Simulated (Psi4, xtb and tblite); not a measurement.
Two geometries of SMILES CN(C)B(N(C)C)N(C)C, relaxed at GFN2-xTB with one dihedral held; other torsions can differ between them too.

Structure A

```
28

B     -0.1672     0.0423    -0.0343
N     -0.9609    -1.1998    -0.0029
C     -0.3375    -2.4626    -0.3122
C     -1.9807    -1.3434     1.0112
H     -1.0887    -3.1765    -0.6702
H      0.1636    -2.9185     0.5580
H      0.4041    -2.3168    -1.0956
H     -1.6222    -1.8293     1.9317
H     -2.8003    -1.9545     0.6149
H     -2.3736    -0.3626     1.2682
N     -0.1245     0.7241    -1.2763
C     -0.9718     0.3464    -2.3830
C      0.8605     1.7025    -1.6723
H     -0.3906    -0.1050    -3.1966
H     -1.4843     1.2288    -2.7825
H     -1.7080    -0.3711    -2.0343
H      0.3993     2.6769    -1.8784
H      1.3645     1.3755    -2.5904
H      1.6124     1.8196    -0.8986
N      0.3611     0.6113     1.1585
C      0.7222    -0.1798     2.3102
C      0.5016     2.0226     1.4268
H      0.0419     0.0000     3.1534
H      1.7372     0.0768     2.6383
H      0.7043    -1.2359     2.0621
H      1.5544     2.3172     1.5324
H     -0.0059     2.2709     2.3675
H      0.0439     2.6033     0.6325
```

Structure B

```
28

B     -0.0782    -0.0546    -0.0323
N     -0.2808    -1.4645    -0.0984
C     -0.6615    -2.2876     1.0243
C      0.2311    -2.2848    -1.1742
H     -1.3495    -3.0729     0.6885
H      0.2046    -2.7810     1.4846
H     -1.1713    -1.6877     1.7715
H      0.9250    -3.0370    -0.7787
H     -0.5800    -2.8171    -1.6865
H      0.7681    -1.6755    -1.8924
N      0.3009     0.6647    -1.2189
C      1.1424     1.8337    -1.1776
C     -0.3204     0.4995    -2.5106
H      1.9239     1.7510    -1.9436
H      0.5853     2.7612    -1.3728
H      1.6208     1.9081    -0.2057
H     -0.8713     1.4090    -2.7924
H      0.4255     0.3141    -3.2953
H     -1.0243    -0.3267    -2.4844
N     -0.1550     0.6631     1.2103
C      0.3915     0.2389     2.4740
C     -0.7255     1.9848     1.2932
H      1.0992     0.9924     2.8481
H     -0.3874     0.1152     3.2398
H      0.9291    -0.6966     2.3586
H     -1.5225     2.0036     2.0486
H      0.0199     2.7395     1.5808
H     -1.1571     2.2622     0.3363
```

Question: Which is lower in energy at the level B3LYP-D3(BJ)/def2-SVP // GFN2-xTB (Psi4), and by how much?

Answer: B is lower, by 3.12 kcal/mol (dihedral N11–B1–N2–C3: 90° in A, 180° in B).

E(B) − E(A) in kcal/mol at the other levels, on the same two geometries: GFN2-xTB (xtb and tblite) -2.11; B3LYP/def2-SVP // GFN2-xTB (Psi4) -2.97; PBE/def2-SVP // GFN2-xTB (Psi4) -2.86; PBE-D3(BJ)/def2-SVP // GFN2-xTB (Psi4) -2.92.
